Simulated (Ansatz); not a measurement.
The same path of CH$_{5}$BF$_{2}$Si (10 atoms, charge 0, multiplicity 1) was run twice with different band settings. Lost on the way: Si3–H10. Made: B2–H10.

Theory: Ansatz 0.2.0, UKS revPBE-D4/def2-SVP.

Relaxed end points:

```xyz
10
Properties=species:S:1:pos:R:3
C -1.276 -0.787 0.415
B 0.025 -0.013 0.787
Si 1.309 0.611 -0.654
F 1.074 -0.267 -2.028
F 0.901 2.167 -1.017
H -1.993 0.062 0.246
H -1.248 -1.348 -0.540
H -1.725 -1.395 1.227
H 0.227 0.333 1.940
H 2.787 0.586 -0.373
```

```xyz
10
Properties=species:S:1:pos:R:3
C -0.936 -0.349 0.326
B 0.629 -0.052 0.888
Si 0.978 0.485 -0.958
F 1.016 -0.543 -2.230
F 0.410 1.865 -1.628
H -1.513 0.520 -0.055
H -1.057 -1.197 -0.381
H -1.433 -0.654 1.273
H 1.264 -1.057 1.164
H 0.726 0.932 1.604
```

Common settings: movable images 7; climbing image yes; optimiser quadratic models (default); start path through a guess of the saddle point; force threshold 0.05 eV/Å; iteration limit 60; end points relaxed.

| run | spring |
| --- | --- |
| 1 | 5.0 eV/Å² |
| 2 | 20.0 eV/Å² |

Problem. What does each run give, and how far can it be trusted?

Solution. Run 1: converged after 19 iterations, highest image 0.380 eV above the first end. The profile has 3 maxima (images 1, 5, 7) with wells between them (images 3, 6): this band takes more than one step, which may be the mechanism or a detour left from its start path. A vibrational analysis at the climbing image gives one clearly imaginary mode, 74i cm⁻¹: a first-order saddle point.
Run 2: converged after 40 iterations, highest image 0.380 eV above the first end. The profile has 2 maxima (images 5, 7) with wells between them (image 6): this band takes more than one step, which may be the mechanism or a detour left from its start path. Another band between the same ends (7 images) ends at a top of the same energy, where a vibrational analysis finds 1 clearly imaginary mode.
The orbitals stay closed-shell, which can raise the energy where a bond breaks towards radicals; this wasn't checked here.
